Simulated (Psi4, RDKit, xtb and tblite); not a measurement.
Internal rotation in C₂H₅BO₄, SMILES O=C(O)CB(O)O. Scanned: dihedral O1–C2–O3–H8 and dihedral O1–C2–C4–B5; all other coordinates were relaxed at GFN2-xTB. Points at φ and −φ are mirror images. Heavy atoms are numbered in the order of the SMILES O=C(O)CB(O)O, hydrogens after them in the order of the atoms that carry them; the mirror image has the same energies with the sign of each dihedral reversed.

- GFN2-xTB (xtb and tblite)
- PBE/def2-SVP // GFN2-xTB (Psi4)
- PBE-D3(BJ)/def2-SVP // GFN2-xTB (Psi4)
- UFF // GFN2-xTB (RDKit)

Energies in kJ/mol at chosen points (x: dihedral O1–C2–O3–H8 (°); y: dihedral O1–C2–C4–B5 (°)), relative to x = 180, y = -90:

| method | (150, 60) | (0, 150) | (90, 150) | (120, 0) | (30, -90) | (-90, -30) | (-150, 180) |
|---|---|---|---|---|---|---|---|
| GFN2-xTB | 4.6 | -13.5 | 37.9 | 25.8 | -8.1 | 30.5 | 13.1 |
| PBE/def2-SVP | -2.4 | -21.7 | 34.2 | 16.6 | -6.1 | 26.8 | 9.3 |
| PBE-D3(BJ)/def2-SVP | -2.2 | -21.1 | 34.5 | 17.2 | -5.6 | 27.3 | 9.6 |
| UFF | 41.1 | 61.2 | 102.6 | 94.4 | 9.2 | 100.7 | 160.3 |
